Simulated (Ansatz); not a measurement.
GaCl2I, SMILES [Cl][Ga]([Cl])[I].

Geometry optimised at B3LYP-D3(BJ)/def2-SVP. The def2 effective core potentials stand for the cores of I; spin–orbit coupling is left out.

Two levels are set side by side: PBE/def2-SVPD (Ansatz, a program for electronic structure) and CAM-B3LYP/def2-SVPD (Ansatz). Energy differences of separate SCF runs at the same geometry; the states with an electron removed or added have multiplicity 2 and 2. Differences are taken from unrounded values.

```json
[
 {"quantity": "vertical ionisation energy (eV)", "PBE": "10.05"},
 {"quantity": "vertical electron affinity (eV)", "PBE": "1.08"},
 {"quantity": "vertical singlet–triplet gap (eV)", "PBE": "4.00"}
]
```

**Question.** These are the PBE values. What does CAM-B3LYP give? (Estimate from the structure and the level; the computed values follow.)

**Answer.** 
```csv
quantity,CAM-B3LYP,PBE minus CAM-B3LYP
vertical ionisation energy (eV),10.54,-0.48
vertical electron affinity (eV),0.98,0.10
vertical singlet–triplet gap (eV),4.44,-0.44
```
